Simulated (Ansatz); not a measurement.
Isomers of C$_{3}$H$_{8}$OSi, relaxed with PBE0-D4/def2-TZVP in Ansatz; electronic energies, one conformer each and not always the lowest. Functionals use def2-TZVPP; CBS adds triple-zeta CCSD(T) − MP2 to the MP2 limit of def2-TZVPP and def2-QZVPP.

Problem. Order them by energy at frozen-core CCSD(T)/CBS, lowest first. (An estimate is asked.)
A. `CC1(O)C[SiH2]1`
B. `C/C=C(\O)[SiH3]`
C. `C=C([SiH3])OC`
D. `CC(C)O[SiH]`
E. `C=CO[SiH2]C`
F. `C[SiH]1CCO1`
G. `C1C[SiH2]CO1`
H. `O[SiH]1CCC1`

Solution. H (0.0 kJ/mol), F (30.8 kJ/mol), E (56.1 kJ/mol), D (139.7 kJ/mol), G (160.4 kJ/mol), B (188.7 kJ/mol), C (232.1 kJ/mol), A (244.0 kJ/mol).

Problem. How do PBE-D4, PBE0-D4, r2SCAN-D4, B2PLYP place them (kJ/mol, against `O[SiH]1CCC1`)? (Best estimate.)

Solution. The calculation gave: 
```tsv
isomer	PBE-D4	PBE0-D4	r2SCAN-D4	B2PLYP
`C=C([SiH3])OC`	216.7	233.8	225.7	217.7
`C[SiH]1CCO1`	26.2	28.3	25.5	25.2
`CC1(O)C[SiH2]1`	220.3	234.1	233.2	241.2
`CC(C)O[SiH]`	134.9	148.3	149.8	131.3
`C/C=C(\O)[SiH3]`	172.4	188.4	182.9	178.1
`C=CO[SiH2]C`	55.4	65.1	51.8	43.6
`C1C[SiH2]CO1`	143.8	150.5	153.3	155.9
```
